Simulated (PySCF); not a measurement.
In(F)2(Cl), SMILES [In]([F])([Cl])[F] (ClF₂In), singlet, PBE0/def2-SVP optimised geometry.

```
4

In    -0.37    -0.12     0.00
F      1.57    -0.12     0.00
F     -1.26    -1.84    -0.01
Cl    -1.57     1.84     0.00
```

Density from PBE0/def2-TZVP, def2 effective core potentials past Kr run with PySCF at that geometry. The core electrons that the potentials of In replace are not part of the density.

Minimum of the electron density along straight lines between bonded atoms, close to the bond critical point (lines longer than 1.1 times the sum of covalent radii, or with two minima, are not listed):

| bond | length / Å | ρ at the minimum / e bohr⁻³ | ∇²ρ there / e bohr⁻⁵ | position (fraction from the first atom) |
|---|---|---|---|---|
| In1–F2 | 1.938 | 0.117 | 0.62 | 0.52 |
| In1–F3 | 1.938 | 0.117 | 0.62 | 0.52 |
| In1–Cl4 | 2.309 | 0.090 | 0.22 | 0.48 |
